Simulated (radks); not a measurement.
Task: Spherical quantum dot in the effective-mass picture: electrons in a well V = -V0 / (1 + exp((r - R)/a)) with V0 = 8.75, R = 2.7, a = 0.28, all in effective atomic units (hartree* = m*/eps^2 hartree, bohr* = eps/m* bohr), one dielectric constant everywhere. Method: non-relativistic Kohn-Sham, LDA (Slater exchange, Perdew-Wang correlation), spin-polarised, spherical densities; computed with a radial shooting solver with Libxc functionals. Levels are named by radial order and angular momentum (1s, 1p, 1d, 2s, ...), and open shells are averaged over m. Results are scaled to m* = 0.04 and eps = 9.3, for which hartree* = 12.58 meV and bohr* = 12.3 nm. At N = 1 the configuration is 1s(up 1, down 0). Does electron 2 go into 1p up or 1s down?

Result: Into 1s down. The total energies of the other choices lie higher by 7.84 meV (1p up).
